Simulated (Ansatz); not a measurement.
```yaml
crystal:
  periodic: [false, false, false]
  atoms:
    - {symbol: Si, position_ang: [-2.358211, 1.641021, 1.216347]}
    - {symbol: Si, position_ang: [-0.694137, 1.188358, -0.764968]}
    - {symbol: B, position_ang: [0.530487, -0.562970, -0.183059]}
    - {symbol: C, position_ang: [0.847482, -2.069041, -0.825697]}
    - {symbol: Si, position_ang: [2.575275, -1.031082, 0.206618]}
    - {symbol: H, position_ang: [-1.516545, 1.926703, 2.625974]}
    - {symbol: H, position_ang: [-3.315889, 2.966725, 0.893568]}
    - {symbol: H, position_ang: [-3.348691, 0.321547, 1.454170]}
    - {symbol: H, position_ang: [-1.591219, 0.952777, -2.155747]}
    - {symbol: H, position_ang: [0.235183, 2.560682, -0.966535]}
    - {symbol: H, position_ang: [0.507413, -2.395346, -1.950044]}
    - {symbol: H, position_ang: [1.143527, -3.054908, -0.160225]}
    - {symbol: H, position_ang: [3.143578, -2.218129, 1.214022]}
    - {symbol: H, position_ang: [3.827299, -0.258931, -0.572167]}
basis:
  gaussian: {orbitals: def2-SVPD}
magnetization: {spin_polarized: true, initial_magnetization: 0}
hamiltonian: {xc: {name: HF}}
correlation: {method: mp2, frozen_orbitals: {Si: 9}}
```

```sh
$ ansatz run in.yaml --threads 4 --pin off --events-out ev --progress --plain --max-ram 10444MiB
```

Output, abridged:

```
Functional definition: HF
Error: "frozen_orbitals" has no count for B
```

Question: What is wrong with this run?

Answer: Frozen orbitals are typed for one element alone, and the program wants a count for each. The program refused the input.
